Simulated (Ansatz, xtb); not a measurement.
**Relative energy of two isomers of GaH9Si3**

Structure X is `[SiH3][SiH2][GaH][SiH3]`, a singlet and structure Y is `[SiH3][SiH]([SiH3])[GaH2]`, a singlet. Both are isolated molecules in the gas phase, relaxed with B3LYP/6-31G*; the shapes shown needn't be the lowest conformers.

X (Å):

```xyz
13

Ga    0.8067   -1.0348    0.0694
Si    3.6144   -0.1903    2.7112
Si    3.1969   -0.8071    0.4736
Si   -0.4083   -3.1498    0.1242
H     3.0513   -1.2066    3.6445
H     5.0737   -0.0674    2.9841
H     2.9696    1.1169    3.0187
H     3.9286   -2.0800    0.2008
H     3.7925    0.2397   -0.4104
H    -0.0205    0.2901   -0.2278
H     0.3923   -4.2741    0.6857
H    -0.7980   -3.5272   -1.2669
H    -1.6626   -3.0370    0.9236
```

Y (Å):

```yaml
atoms:
  - { symbol: Ga, position_ang: [0.2006, -3.1099, -1.2829] }
  - { symbol: Si, position_ang: [-1.4555, 0.4210, -0.8110] }
  - { symbol: Si, position_ang: [0.2227, -1.0376, -0.0230] }
  - { symbol: Si, position_ang: [-0.1228, -1.4637, 2.2713] }
  - { symbol: H, position_ang: [-1.2535, 0.7325, -2.2543] }
  - { symbol: H, position_ang: [-1.4559, 1.7057, -0.0564] }
  - { symbol: H, position_ang: [-2.7960, -0.2100, -0.6597] }
  - { symbol: H, position_ang: [1.5374, -0.3392, -0.1652] }
  - { symbol: H, position_ang: [-1.4442, -2.1186, 2.4779] }
  - { symbol: H, position_ang: [0.9302, -2.3718, 2.8074] }
  - { symbol: H, position_ang: [-0.0959, -0.2043, 3.0669] }
  - { symbol: H, position_ang: [1.4515, -3.5835, -2.1302] }
  - { symbol: H, position_ang: [-1.0917, -4.0258, -1.2686] }
```

Problem. Estimate E(Y) − E(X) at the level CCSD(T)/def2-SVP + ΔMP2/def2-TZVPP.

Solution. Not settled: CCSD(T)/def2-SVP + ΔMP2/def2-TZVPP gives E(Y) − E(X) = +0.066 eV, but this leans on the basis-set step: CCSD(T) alone gives +0.040 eV.

How the difference moves with the method:

```
                             level      geometry  E(Y) − E(X) (eV)  departure from the last row (eV)  job, with rough time for the two
                          GFN2-xTB      GFN2-xTB              +0.484                            +0.418              optimisation, 0.58 s
                         HF/STO-3G      GFN2-xTB              +0.015                            −0.051               single point, 3.6 s
                r2SCAN-D4/def2-SVP      GFN2-xTB              −0.007                            −0.073               single point, 7.1 s
                      B3LYP/6-31G*  B3LYP/6-31G*              +0.142                            +0.076             optimisation, 4.8 min
                       HF/def2-SVP  B3LYP/6-31G*              +0.073                            +0.007           part of the CCSD(T) run
                      MP2/def2-SVP  B3LYP/6-31G*              +0.010                            −0.056           part of the CCSD(T) run
                  CCSD(T)/def2-SVP  B3LYP/6-31G*              +0.040                            −0.026                      single point
CCSD(T)/def2-SVP + ΔMP2/def2-TZVPP  B3LYP/6-31G*              +0.066                                                  single point, 78 s
```

As drawn, Y has 1 Si–Si, 1 Ga–H in place of 1 Ga–Si, 1 Si–H.

HF/STO-3G, r2SCAN-D4/def2-SVP, MP2/def2-SVP find them nearly level. The largest departure from CCSD(T)/def2-SVP + ΔMP2/def2-TZVPP is that of GFN2-xTB, 0.418 eV. The last row adds to CCSD(T) the change of the MP2 difference between the two basis sets, here +0.026 eV.

With harmonic frequencies from B3LYP/6-31G* (ideal gas, rigid rotor, one conformer each, 298.15 K, 1 atm): on the last row, ΔE + ΔZPE = +0.047 eV. A mode under 50 cm⁻¹ makes harmonic enthalpies and free energies unreliable, so none is given.

The correlated steps freeze 24 core orbitals; the filled d shell of Ga is correlated, in a basis made for valence electrons. Programs: Ansatz 0.2.0, xtb 6.7.1; the last row on 2 threads of Intel(R) Xeon(R) Platinum 8375C CPU @ 2.90GHz (Ice Lake) on a shared host.
